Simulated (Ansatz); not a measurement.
A displaced shape of singlet AlCl₃:

```xyz
4

Al    0.0225   -0.0352   -0.0275
Cl    2.1244   -0.0067   -0.0197
Cl   -1.0471    1.7515   -0.0067
Cl   -1.0504   -1.8456    0.0184
```

It was optimised with HF/def2-SVP in Ansatz (development build ahead of 0.2.0) to forces under 0.001 eV/Å, with restricted orbitals. Each step stands on the lowest determinant of that kind that the program's search found.

Question: What shape does it relax to, and how does the optimisation go?

Answer:

```csv
atom,x (Å),y (Å),z (Å)
Al,0.0124,-0.0340,-0.0089
Cl,2.0921,-0.0217,-0.0255
Cl,-1.0383,1.7609,-0.0130
Cl,-1.0167,-1.8413,0.0119
```

Bond lengths: Al1–Cl2 2.080 Å, Al1–Cl3 2.080 Å, Al1–Cl4 2.080 Å. Angles: Cl2–Al1–Cl3 120.0°, Cl2–Al1–Cl4 120.0°, Cl3–Al1–Cl4 120.0°.

```tsv
step	E − E(start) (eV)	largest force (eV/Å)
1	0.0000	0.4505
2	-0.0143	0.0432
3	-0.0145	0.0071
4	-0.0145	0.0003
```

The optimisation ended after 4 steps with its threshold met.
